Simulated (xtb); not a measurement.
Cl$_{2}$Si, charge +1, doublet, geometry from GFN2-xTB (a state made from the parent by changing its charge; the spin is typed, not shown lowest); GFN0-xTB (xtb).

Input for xtb:
```
$ xtb mol.xyz --gfn 0 --chrg 1 --uhf 1 --etemp 10000 --json

# file mol.xyz
3

Si     0.00086741     0.00347676     0.52936202
Cl     1.15075110     1.37504091    -0.22889922
Cl    -1.15146543    -1.37790412    -0.20704597
```

It wrote (shortened):

```
   ID    Z sym.   atoms
    1   14 Si     1
    2   17 Cl     2, 3

           -------------------------------------------------
          |                Calculation Setup                |
           -------------------------------------------------

           -------------------------------------------------
          |                 G F N 0 - x T B                 |
           -------------------------------------------------

          ...................................................
          :                      SETUP                      :
          :.................................................:
          :  # basis functions                  30          :
          :  # atomic orbitals                  27          :
          :  # shells                            9          :
          :  # electrons                        17          :
          :  electronic temp.        10000.0000000     K    :
          :  accuracy                    1.0000000          :
          :  -> integral cutoff          0.2500000E+02      :
          :  -> integral neglect         0.1000000E-07      :
          ...................................................

         :::::::::::::::::::::::::::::::::::::::::::::::::::::
         ::                     SUMMARY                     ::
         :::::::::::::::::::::::::::::::::::::::::::::::::::::
         :: total energy              -8.624827091978 Eh    ::
         :: gradient norm              0.041428693143 Eh/a0 ::
         :: HOMO-LUMO gap              1.050236203589 eV    ::
         ::.................................................::
         :: H0 energy                -10.045150393838 Eh    ::
         :: repulsion energy           0.038158249627 Eh    ::
         :: electrostat energy         1.382851806798 Eh    ::
         :: -> Gsolv                   0.000000000000 Eh    ::
         ::    -> Gsasa                0.000000000000 Eh    ::
         ::    -> Gshift               0.000000000000 Eh    ::
         :: dispersion energy         -0.000686754564 Eh    ::
         :: short-range corr.          0.000000000000 Eh    ::
         :: add. restraining           0.000000000000 Eh    ::
         :: total charge               1.000000000000 e     ::
         :::::::::::::::::::::::::::::::::::::::::::::::::::::

           -------------------------------------------------
          |                Property Printout                |
           -------------------------------------------------

    * Orbital Energies and Occupations

         #    Occupation            Energy/Eh            Energy/eV
      -------------------------------------------------------------
         1        2.0000           -0.9701781             -26.3999
         2        2.0000           -0.9699138             -26.3927
         3        1.9936           -0.5434205             -14.7872
         4        1.9610           -0.4855074             -13.2113
         5        1.9336           -0.4679359             -12.7332
         6        1.9296           -0.4660053             -12.6806
         7        1.9279           -0.4652080             -12.6590
         8        1.9170           -0.4604701             -12.5300
         9        0.8558           -0.3376001              -9.1866 (HOMO)
        10        0.4225           -0.2990046              -8.1363 (LUMO)
        11        0.0396           -0.2131324              -5.7996
        12        0.0146           -0.1807985              -4.9198
        13        0.0010           -0.0951211              -2.5884
        14        0.0009           -0.0931565              -2.5349
        15        0.0006           -0.0808126              -2.1990
        16        0.0005           -0.0725111              -1.9731
        17        0.0004           -0.0659687              -1.7951
        18        0.0004           -0.0658255              -1.7912
        19        0.0004           -0.0649851              -1.7683
        20        0.0003           -0.0560359              -1.5248
       ...           ...                  ...                  ...
        27                          1.0584477              28.8018
      -------------------------------------------------------------
                  HL-Gap            0.0385955 Eh            1.0502 eV
             Fermi-level            0.0000000 Eh            0.0000 eV

     #   Z          covCN         q      C6AA      α(0)
     1  14 Si       1.612     0.796   194.592    28.988
     2  17 Cl       0.806     0.102    94.248    14.839
     3  17 Cl       0.806     0.102    94.248    14.839

 Mol. C6AA /au·bohr⁶  :       1091.202886
 Mol. C8AA /au·bohr⁸  :      58034.304818
 Mol. α(0) /au        :         58.666538

Wiberg/Mayer (AO) data.
largest (>0.10) Wiberg bond orders for each atom

 ---------------------------------------------------------------------------
     #   Z sym  total        # sym  WBO       # sym  WBO       # sym  WBO
 ---------------------------------------------------------------------------
     1  14 Si   2.380 --     2 Cl   1.190     3 Cl   1.190
     2  17 Cl   1.224 --     1 Si   1.190
     3  17 Cl   1.224 --     1 Si   1.190
 ---------------------------------------------------------------------------

Topologies differ in total number of bonds
Writing topology from bond orders to xtbtopo.mol

 dipole moment from electron density (au)
     X       Y       Z
   0.0011   0.0044   0.6637  total (Debye):    1.687

           -------------------------------------------------
          | TOTAL ENERGY               -8.624827091978 Eh   |
          | GRADIENT NORM               0.041428693143 Eh/α |
          | HOMO-LUMO GAP               1.050236203589 eV   |
           -------------------------------------------------

normal termination of xtb
```
